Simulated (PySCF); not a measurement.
Bonds: Al1-S2 2.477 Å, Al1-F5 1.659 Å, Al1-F6 1.663 Å, Al1-F7 1.660 Å. S2 carries H3, H4.

Geometry: PBE0-D3(BJ)/def2-SVP; GIAO shifts from PySCF 2.14, gas phase, non-relativistic, averaged over equivalent atoms.

At B3LYP/pcSseg-1 (pcSseg-2 on Al) (128 basis functions, 8.1 s wall time on 1 thread of an x86-64 server CPU, shared host):
```csv
atoms,δ (ppm)
Al1,68.7
S2,-173.0
H3/H4,2.59
F5/F6/F7,-177.7
```

δ = σ(ref) − σ, references computed at the same level: ²⁷Al (σref 571.15) against [Al(H2O)6]3+; CS2 for ³³S (σref 485.41); ¹H (σref 31.38) vs TMS; CFCl3 for ¹⁹F (σref 171.94).

Estimate the result of repeating the calculation with PBE/pcSseg-1 (pcSseg-2 on Al).

Results:


```json
{"atoms": "Al1", "δ at PBE/pcSseg-1 (pcSseg-2 on Al)": "67.7", "change": "-1.0"}
{"atoms": "S2", "δ at PBE/pcSseg-1 (pcSseg-2 on Al)": "-172.9", "change": "+0.1"}
{"atoms": "H3/H4", "δ at PBE/pcSseg-1 (pcSseg-2 on Al)": "2.52", "change": "-0.07"}
{"atoms": "F5/F6/F7", "δ at PBE/pcSseg-1 (pcSseg-2 on Al)": "-191.8", "change": "-14.1"}
```

δ = σ(ref) − σ, references computed at the same level: ²⁷Al (σref 560.82) vs [Al(H2O)6]3+; ³³S (σref 490.84) against CS2; TMS for ¹H (σref 31.20); ¹⁹F (σref 144.73) against CFCl3.

The largest change is at F5/F6/F7 (fluorine bonded to Al). Cost: 128 basis functions, 10 s wall time on 1 thread of an x86-64 server CPU, shared host.

Unscaled 19F shifts against computed CFCl3 carry errors that often reach 10 to 50 ppm.
